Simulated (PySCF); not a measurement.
Computed shifts of a molecule CH8F2Si3, HF/pcSseg-1 in PySCF, GIAO, gas phase, atoms alike by connectivity averaged where their shifts nearly agree, in ppm (number of nuclei): ¹⁹F: -210.2 (1), -252.8 (1). ¹³C: 69.3 (1). ²⁹Si: 14.4 (1), -57.5 (1), -87.9 (1). ¹H: 5.61 (1), 4.91 (1), 4.69 (1), 4.31 (1), 4.13 (1), 3.70 (3). References: ¹⁹F against CFCl3 (σ = 238.5 ppm); ¹³C against TMS (σ = 192.6 ppm); ²⁹Si against TMS (σ = 393.8 ppm); ¹H against TMS (σ = 31.99 ppm), references at their B3LYP-D3(BJ)/def2-TZVP geometries, non-relativistic. Coordinates come from a PBE0-D3(BJ)/def2-SVP optimisation. The values are those of a single conformer.

Problem. Identify the compound among the candidates.
A. FC[SiH2][Si@@H](F)[SiH3]
B. F[Si](F)([SiH3])C[SiH3]
C. FC(F)[SiH]([SiH3])[SiH3]
D. FC(F)[SiH2][SiH2][SiH3]

Solution. A, FC[SiH2][Si@@H](F)[SiH3]
